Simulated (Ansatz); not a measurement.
Reaction (ligand exchange at the In–Br bond): `[F][In]([SH])[Br]` + `O[SiH3]` → `[F][In]([SH])[O][SiH3]` + HBr

Computed with Ansatz on PBE0-D4/def2-TZVP structures; ΔE is electronic, products minus reactants. CCSD(T)/CBS adds triple-zeta CCSD(T) − MP2 to the extrapolated MP2 energy (def2 sets, frozen cores). DFT in def2-TZVPP. B3LYP here is the variant with VWN-RPA as its local correlation; programs differ in this. HSE06 is defined as in plane-wave codes. Elements past krypton have def2 core potentials. For Br, In outer-core shells are correlated without core-valence functions, which leaves a few kJ/mol of doubt a bond. Scalar relativity is left out up to krypton. One conformer a species, not always the lowest.

`[F][In]([SH])[Br]`:

```xyz
5

F     1.598   -1.419    1.209
In    0.359   -0.160    0.417
S    -0.629   -0.729   -1.639
Br   -0.003    1.888    1.692
H    -1.325    0.420   -1.679
```

`O[SiH3]`:

```xyz
6

O    -0.644    1.076    0.264
Si    0.078   -0.386    0.030
H    -0.290    1.830   -0.208
H     0.015   -0.809   -1.396
H    -0.669   -1.347    0.873
H     1.510   -0.363    0.437
```

`[F][In]([SH])[O][SiH3]`:

Cartesian coordinates in Å:
```
F -1.007 -2.071 0.540
In 0.646 -1.137 0.125
S 2.678 -2.296 0.058
O 0.378 0.771 -0.204
Si -0.897 1.797 -0.216
H 2.070 -3.456 0.367
H -1.548 1.867 1.121
H -1.922 1.376 -1.211
H -0.398 3.149 -0.580
```

HBr:

Cartesian coordinates in Å:
```
Br 0.195 0.682 0.029
H -0.195 -0.682 -0.029
```

```
             level  ΔE (kJ/mol)  difference from CCSD(T)/CBS
       LDA (SPW92)         92.2                          5.5
            PBE-D4         92.2                          5.5
         revPBE-D4         90.9                          4.2
           BLYP-D4         85.9                         -0.8
         r2SCAN-D4         92.6                          5.9
           PBE0-D4         97.6                         10.9
        r2SCANh-D4         94.8                          8.1
        r2SCAN0-D4         97.9                         11.2
          HSE06-D4         98.1                         11.4
          BHLYP-D4         96.1                          9.4
      CAM-B3LYP-D4         87.3                          0.6
           ωB97X-V         88.8                          2.1
           ωB97M-V         91.7                          5.0
            B2PLYP         89.3                          2.6
          PBE-QIDH         95.4                          8.7
               PBE         93.7                          7.0
            revPBE         94.2                          7.5
              BLYP         88.8                          2.1
            r2SCAN         93.2                          6.5
              PBE0         99.0                         12.3
             B3LYP         93.4                          6.7
           r2SCAN0         98.7                         12.0
             HSE06         99.5                         12.8
             BHLYP         97.7                         11.0
         CAM-B3LYP         88.8                          2.1
           LC-ωPBE         88.6                          1.9
RPA@PBE/def2-TZVPP         77.3                         -9.4
       HF/def2-SVP         95.6                          8.9
      MP2/def2-SVP         80.1                         -6.6
     CCSD/def2-SVP         80.1                         -6.6
     HF/def2-TZVPP        102.6                         15.9
    MP2/def2-TZVPP         86.6                         -0.1
SCS-MP2/def2-TZVPP         83.8                         -2.9
   CCSD/def2-TZVPP         85.9                         -0.8
CCSD(T)/def2-TZVPP         83.7                         -3.0
     HF/def2-QZVPP        100.7                         14.0
    MP2/def2-QZVPP         87.7                          1.0
SCS-MP2/def2-QZVPP         84.8                         -1.9
      HF/CBS(def2)        100.4                         13.7
    CCSD/CBS(def2)         88.9                          2.2
       CCSD(T)/CBS         86.7                            0
```

(1) What do rigid-rotor, harmonic-oscillator terms from PBE0-D4/def2-TZVP frequencies (298.15 K, 1 bar) make of the CCSD(T)/CBS value? (Estimate.)

Largest T1 diagnostic among the species: 0.015.

## Answers

(1) Computed: ΔZPE = -10.8 kJ/mol, ΔH = +78.6 kJ/mol, ΔS = -5 J/(mol·K), ΔG = +80.0 kJ/mol. Modes under 50 cm⁻¹ make the entropy rough.

Leaving LDA and LC-ωPBE aside and taking each functional with its dispersion term where it has one, the values spread over 12.2 kJ/mol, from BLYP-D4 to HSE06-D4. From PBE to PBE0 (25 % exact exchange), in def2-TZVPP and without D4, ΔE moves by +5.3 kJ/mol. In def2-TZVPP, CCSD(T) changes the Hartree–Fock value by −18.9 kJ/mol (the triples alone add −2.2 kJ/mol) and MP2 by −16.0 kJ/mol.
